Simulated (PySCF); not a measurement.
C5H12Si.
Atom-mapped SMILES: `[CH2:1]=[C:2]([CH3:3])[CH2:4][CH2:5][SiH3:6]` (hydrogens: H7, H8 on C1; H9, H10, H11 on C3; H12, H13 on C4; H14, H15 on C5; H16, H17, H18 on Si6)

Structure used (PBE0-D3(BJ)/def2-SVP), in Å, numbered top down from 1:
```xyz
18
C5H12Si angstrom
C     -1.0726    1.2850    1.0037
C     -0.9316    0.1813    0.2597
C     -1.7690   -0.0657   -0.9594
C      0.0976   -0.8674    0.5964
C      1.1796   -1.0441   -0.4784
Si     2.1054    0.5438   -0.9224
H     -1.8146    2.0485    0.7537
H     -0.4515    1.4598    1.8868
H     -1.1514   -0.0627   -1.8732
H     -2.5483    0.6992   -1.0799
H     -2.2553   -1.0543   -0.9107
H      0.5745   -0.6052    1.5541
H     -0.4140   -1.8342    0.7567
H      1.9246   -1.7818   -0.1358
H      0.7542   -1.4644   -1.4058
H      3.2715    0.2077   -1.7982
H      2.6190    1.2102    0.3149
H      1.2337    1.5083   -1.6595
```

The closed-shell ground state was solved at several levels (PySCF, density fitting, gas phase, non-relativistic).

| level | basis functions | total energy (Eh) | HOMO (eV) | LUMO (eV) | gap (eV) | dipole (D) |
| --- | --- | --- | --- | --- | --- | --- |
| B3LYP/pcSseg-1 | 169 | -487.2220 | -6.95 | 0.10 | 7.05 | 1.02 |
| CAM-B3LYP/def2-SVPD | 220 | -486.8806 | -8.50 | 1.10 | 9.60 | 1.05 |
| PBE0/pcSseg-1 | 169 | -486.8162 | -7.17 | 0.33 | 7.50 | 1.03 |
| B3LYP/def2-TZVP | 264 | -487.3358 | -6.94 | -0.01 | 6.93 | 1.09 |

**Question.** What might B3LYP/6-31G* (112 basis functions) give for the same quantities?

**Answer.** Total energy -487.2236 Eh, HOMO -6.66 eV, LUMO 0.58 eV, gap 7.24 eV, dipole 1.13 D.

**Question.** Over all these levels, which gives the widest orbital gap and which the narrowest?

**Answer.** CAM-B3LYP/def2-SVPD (range-separated hybrid) has the widest, 9.60 eV, and B3LYP/def2-TZVP (global hybrid, 20 % exact exchange) the narrowest, 6.93 eV. Functional and basis both differ between the two, so the spread mixes both effects.

**Question.** How much does the basis alone move the frontier levels among the 3 B3LYP rows (the withheld one included)?

**Answer.** The HOMO by 0.29 eV and the LUMO by 0.59 eV. By rising basis size (HOMO, LUMO in eV): 6-31G* -6.66, 0.58; pcSseg-1 -6.95, 0.10; def2-TZVP -6.94, -0.01.

**Question.** How far do the dipole and the HOMO energy spread over the levels?

**Answer.** The dipole runs from 1.02 to 1.13 D (mean 1.06 D) and the HOMO from -8.50 to -6.66 eV.

One conformer stands for the species.
